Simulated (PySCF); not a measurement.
Au2H2S2Si, multiplicity 1. Atoms are numbered in the order given.

```xyz
7

Au    -0.0008    -0.2417    -3.3682
S     -0.0003     1.2944    -1.6589
Si     0.0077    -0.0937     0.0000
S     -0.0003     1.2944     1.6589
Au    -0.0008    -0.2417     3.3682
H     -1.1956    -0.9691     0.0000
H      1.2213    -0.9549     0.0000
```
Charge 0, spin multiplicity 1.

Geometry: B3LYP-D3(BJ)/def2-SVP. The spin state was assumed, not searched. The def2 effective core potentials stand for the cores of Au; spin–orbit coupling is left out. One conformer was computed; it need not be the lowest.

The numbers are results of PySCF with PBE/def2-TZVP, not measurements.

The molecule is in vacuum.

Computed frontier levels, gap, dipole moment and polarisability:
```json
{
 "highest_occupied_level": "-5.69 eV",
 "lowest_empty_level": "-4.48 eV",
 "orbital_gap": "1.21 eV",
 "dipole_moment": "3.35 D",
 "quadrupole, principal values (traceless, Buckingham form, about the centre of nuclear charge)": "-14.25, -9.52, 23.77 D·Å",
 "mean_static_polarisability": "151.5 bohr³ (22.45 Å³)",
 "polarisability_principal_values": "91.4, 114.1, 249.0 bohr³"
}
```
